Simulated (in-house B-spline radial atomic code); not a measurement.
Results of a calculation; reference values are marked as such.
# Softness against transferability: the 4s channel of Rh

Rh, [Kr] 4d8 5s1, non-relativistic LDA (VWN5), spherical and spin-unpolarised, from an all-electron radial atomic-structure program (B-spline basis) (atomic units). The all-electron 4s level is ε = -2.825504 hartree, its outermost node lies just inside 0.49 bohr and its outer maximum at 0.91 bohr.

Troullier-Martins pseudo-orbitals are made for several radii. The cutoffs (hartree) are the plane-wave energies beyond which the orbital holds less than the named kinetic energy per electron. The phase error is the difference, pseudo minus all-electron, of arctan(R P'/P) at R = 1.57 bohr for all radii, half a hartree below and above the level.

```tsv
r_c (bohr)	V_l(0) (hartree)	cutoff for 10 mEh	for 1 mEh	for 0.1 mEh	phase error at ε − 0.5 (mrad)	at ε + 0.5 (mrad)
0.68	-52.80	220	379	> 450	-20.5	-4.7
0.79	-13.66	95.2	187	367	-5.9	-0.9
0.91	4.94	46.5	90.3	151	-3.3	-0.5
1.02	7.26	45.7	64.5	112	-3.0	-0.4
1.14	4.01	41.6	59.2	100	-4.6	-0.7
1.27	0.72	33.6	48.8	82.9	-9.8	-1.5
```

(1) Which radius needs the lowest cutoff for 1 mEh while both phase errors stay within 6.0 mrad?

(2) What does the larger radius buy, and what does it cost?

## Answers

(1) The radii within that limit are 0.79, 0.91, 1.02, 1.14 bohr; of these r_c = 1.14 needs the least, 59.2 hartree, that is 118 Ry or 1611 eV.

(2) From r_c = 0.68 to 1.27 bohr the cutoff for 1 mEh goes from 379 to 48.8 hartree, a factor of 7.77, against 3.49 for a pure 1/r_c² scaling, end to end; step by step it is 379, 187, 90.3, 64.5, 59.2, 48.8, and for 0.1 mEh > 450, 367, 151, 112, 100, 82.9; the number of plane waves goes as the cutoff to the power 3/2, here a factor of 21.6. The larger of the two phase errors is least at r_c = 1.02 bohr, 3.0 mrad; it is 20.5 at the smallest radius and 9.8 at the largest. These errors test the reference atom alone. The smallest radius lies well inside the outer maximum, where the nodeless form must bend sharply to keep the norm, so it is both harder and scatters less well than the next. Large radii also let the cores of neighbours overlap, which an atom doesn't show.
